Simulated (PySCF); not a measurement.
## Strontium: a sound run and one with changed settings

Sound run: Sr²⁺ [Kr], Sr³⁺ [Ar] 3d10 4s2 4p5. Computed with PySCF 2.14 in Sapporo-DKH3-DZP-2012 (7s6p2d, 35 functions), with scalar relativity by spin-free X2C-1e. In the sound run the correlated levels freeze [Ar] 3d10 4s2. The sound run starts from symmetry-adapted Hartree-Fock orbitals and uses a fine grid where one is needed.

Changed run: basis STO-3G, all-electron and non-relativistic. This setting is unsound on purpose.

| species | method | sound run (hartree) | changed run (hartree) | converged |
| --- | --- | --- | --- | --- |
| Sr²⁺ | UHF | -3176.60020 | -3098.74850 | yes |
| Sr²⁺ | MN15 | -3180.57033 | -3097.33031 | yes |
| Sr²⁺ | BP86 | -3178.85814 | -3100.34412 | yes |
| Sr²⁺ | MP2 | -3176.71399 | -3098.75413 | yes |
| Sr²⁺ | CCSD(T) | -3176.72361 | -3098.75497 | yes |
| Sr³⁺ | UHF | -3175.05324 | -3097.21588 | yes |
| Sr³⁺ | MN15 | -3178.98874 | -3095.77131 | yes |
| Sr³⁺ | BP86 | -3177.27247 | -3098.77815 | yes |
| Sr³⁺ | MP2 | -3175.12925 | -3097.21811 | yes |
| Sr³⁺ | CCSD(T) | -3175.13990 | -3097.21850 | yes |

Ionisation energy of Sr²⁺:

```
 method  sound run (eV)  changed run (eV)
    UHF          42.095            41.705
   MN15          43.037            42.423
   BP86          43.148            42.612
    MP2          43.123            41.797
SCS-MP2          43.065            41.795
   CCSD          43.093            41.808
CCSD(T)          43.095            41.809
```

A minimal basis cannot let orbitals breathe on ionisation and holds almost no correlation. The Hamiltonian changed with the basis, so the totals do not compare.

For comparison, NIST gives 42.884 eV between the lowest levels.
